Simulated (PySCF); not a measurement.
Computed shifts of a molecule C6H6O, PBE0/pcSseg-1 run with PySCF, GIAO, gas phase, atoms alike by connectivity averaged where their shifts nearly agree, in ppm (number of nuclei): ¹³C: 173.3 (1), 87.1 (1), 85.1 (1), 81.3 (1), 76.9 (1), 37.0 (1). ¹H: 4.83 (1), 4.78 (2), 4.53 (1), 4.26 (1), 2.60 (1). References: ¹³C against TMS (σ = 186.3 ppm); ¹⁷O against H2O (σ = 334.2 ppm); ¹H against TMS (σ = 31.56 ppm), references at their B3LYP-D3(BJ)/def2-TZVP geometries, non-relativistic. Geometry: ωB97X-D3(BJ)/def2-SVP. The values are those of a single conformer.

Which structure fits?
(A) C=c1ccoc1=C
(B) C#C[C@H]1COC1=C
(C) C#CCC1=CCO1
(D) C#C/C=C\OC=C

B, C#C[C@H]1COC1=C
